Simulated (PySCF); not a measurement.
C₄H₄, SMILES C#CC=C.

The structure is a stationary point at PBE-D3(BJ)/def2-SVP.

Two levels are set side by side: PBE/def2-TZVPD (PySCF) and r2SCAN/def2-TZVPD (PySCF). Same geometry, gas phase. Differences are taken from unrounded values.

```tsv
quantity	r2SCAN
orbital gap (eV)	4.36
highest occupied level (eV)	-6.28
lowest empty level (eV)	-1.92
dipole moment (D)	0.39
mean polarisability (bohr³)	53.3
```

Question: What does PBE give, and how far is it from r2SCAN? (Estimate from the structure and the level; the computed values follow.)

Answer: 
| quantity | PBE | PBE minus r2SCAN |
|---|---|---|
| orbital gap (eV) | 4.02 | -0.34 |
| highest occupied level (eV) | -6.12 | 0.15 |
| lowest empty level (eV) | -2.10 | -0.19 |
| dipole moment (D) | 0.37 | -0.02 |
| mean polarisability (bohr³) | 54.2 | 0.8 |

Rough cost on one machine, each run with all the roots and properties that it gave: r2SCAN against PBE about 5 times.
